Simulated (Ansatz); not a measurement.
Reaction (redistribution): `[CH3][In]([CH3])[NH2]` + `C#[C][AlH][GeH3]` → `[CH3][In]([NH2])[GeH3]` + `C#[C][AlH][CH3]`

Gas-phase electronic energies from Ansatz, PBE0-D4/def2-TZVP geometries. CCSD(T)/CBS adds triple-zeta CCSD(T) − MP2 to the extrapolated MP2 energy (def2 sets, frozen cores). This one scheme is used for every species. Functionals use def2-TZVPP. B3LYP here is the variant with VWN-RPA as its local correlation; programs differ in this. Elements past krypton have def2 core potentials. For Ge, In outer-core shells are correlated without core-valence functions, which leaves a few kJ/mol of doubt a bond. Scalar relativity is left out up to krypton. One conformer a species, not always the lowest.

```tsv
level	ΔE (kJ/mol)	difference from CCSD(T)/CBS
r2SCAN-D4	-52.3	-3.7
PBE0-D4	-49.5	-0.9
B3LYP-D4	-52.7	-4.1
r2SCAN	-52.3	-3.7
r2SCANh	-52.7	-4.1
r2SCAN0	-53.2	-4.6
MP2/def2-SVP	-54.2	-5.6
HF/def2-TZVPP	-52.9	-4.3
MP2/def2-TZVPP	-48.8	-0.2
SCS-MP2/def2-QZVPP	-49.5	-0.9
CCSD(T)/CBS	-48.6	0
```

Largest T1 diagnostic among the species: 0.013.

In def2-TZVPP, CCSD(T) changes the Hartree–Fock value by +7.6 kJ/mol (the triples alone add +1.0 kJ/mol) and MP2 by +4.1 kJ/mol. At CCSD(T), def2-SVP lies −4.3 kJ/mol from the extrapolated value and def2-TZVPP +3.3 kJ/mol.
